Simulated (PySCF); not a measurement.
How methods differ on the excitation energy of Zn²⁺

Zn²⁺ [Ar] 3d10 (1S) → Zn²⁺ [Ar] 3d9 4p1 (high-spin determinant), as a difference of total energies. All numbers are calculated (PySCF 2.14, a scalar-relativistic core potential, in aug-cc-pVTZ-PP with ECP10MDF (6s6p5d3f2g, 88 functions)). Correlated levels: valence: 3s2 3p6 frozen. The calculations carry no spin-orbit coupling.

```csv
method,excitation energy (eV)
UHF,15.294
MP2 (valence),17.778
SCS-MP2 (valence),17.553
CCSD (valence),17.114
CCSD(T) (valence),17.207
```

**Question.** How much does correlation contribute at CCSD(T) (valence)?

**Answer.** 17.207 − (15.294) = 1.913 eV, measured against UHF.

The determinant of the upper state mixes LS terms, which raises its energy above the lowest term, most at the Hartree-Fock and MP2 levels.
